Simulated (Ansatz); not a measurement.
Reactions of Cl$_{2}$F$_{2}$H$_{2}$Si$_{2}$ (`F[SiH](F)[SiH](Cl)Cl`).

Calculated with Ansatz (gas phase, PBE0-D4/def2-TZVP geometries, no zero-point term in ΔE). CCSD(T)/CBS is the MP2 limit (def2-TZVPP, def2-QZVPP) plus CCSD(T) − MP2 in def2-TZVPP, frozen cores. DFT in def2-TZVPP. For Br, Ge outer-core shells are correlated without core-valence functions, which leaves a few kJ/mol of doubt a bond. Scalar relativity is left out up to krypton. One conformer a species, not always the lowest.

```tsv
reaction	ωB97X-V (kcal/mol)	PBE-D4 (kcal/mol)	r2SCAN-D4 (kcal/mol)	HF/CBS(def2) (kcal/mol)
`F[SiH](F)[SiH](Cl)Cl` + HBr → `F[SiH](F)Br` + dichlorosilane	-26.9	-23.5	-27.4	-31.5
`F[SiH](F)[SiH](Cl)Cl` + `F[SiH2]O[SiH2]Cl` → `F[SiH2]O[SiH](Cl)Cl` + `F[SiH](F)[SiH2]Cl`	-1.7	-1.4	-1.8	-2.0
`F[SiH](F)[SiH](Cl)Cl` + `C[NH][GeH]([Cl])[Cl]` → `F[SiH](F)[Si](Cl)(Cl)Cl` + `C[NH][GeH2][Cl]`	-4.6	-5.6	-5.4	-2.3
`F[SiH](F)[SiH](Cl)Cl` + `CC[SiH2]C` → `CC[SiH](Cl)Cl` + `C[SiH2][SiH](F)F`	-6.0	-5.6	-6.0	-5.5
```

Give the CCSD(T)/CBS values in the same order. (Estimate.)

The calculation gave: -28.2, -1.7, -5.2, -5.8 kcal/mol.

Largest T1 diagnostic: 0.012, for `C[SiH2][SiH](F)F`.
